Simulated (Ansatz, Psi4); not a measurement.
Input for Psi4:
```
memory 2 GB

molecule mol {
-1 1
H    -0.023612   -0.009033    2.110332
N    -0.011952    0.015032    1.097044
C     0.015751    1.132693    0.248428
C    -0.020979   -1.089732    0.284838
C     0.025245    0.804575   -1.087768
C     0.000645   -0.646712   -1.008644
H     0.026358    2.111625    0.733538
H    -0.042123   -2.087436    0.719863
H    -0.000935   -1.325323   -1.864168
}

set {
  basis sto-3g
  reference rks
  scf_type pk
  puream true
  d_convergence 1e-8
  dft_radial_points 99
  dft_spherical_points 590
}

energy('revpbe')
print_variables()
```

**Question.** Convert this to an input for Ansatz (a program for electronic structure).

**Answer.** This is not unique; one that fits is 
Ansatz 0.2 input:
```yaml
crystal:
  periodic: [false, false, false]
  atoms:
    - {symbol: H, position_ang: [-0.02361208, -0.00903330, 2.11033186]}
    - {symbol: N, position_ang: [-0.01195216, 0.01503237, 1.09704447]}
    - {symbol: C, position_ang: [0.01575145, 1.13269334, 0.24842767]}
    - {symbol: C, position_ang: [-0.02097855, -1.08973227, 0.28483805]}
    - {symbol: C, position_ang: [0.02524534, 0.80457479, -1.08776751]}
    - {symbol: C, position_ang: [0.00064455, -0.64671222, -1.00864412]}
    - {symbol: H, position_ang: [0.02635805, 2.11162462, 0.73353758]}
    - {symbol: H, position_ang: [-0.04212282, -2.08743635, 0.71986259]}
    - {symbol: H, position_ang: [-0.00093481, -1.32532347, -1.86416783]}
basis:
  gaussian:
    orbitals: STO-3G
hamiltonian:
  xc: revpbe
total_charge: -1
accuracy: high
```

Both were run: Psi4 gave -206.690679 Eh and Ansatz -206.690679 Eh, 0.000 mEh apart.
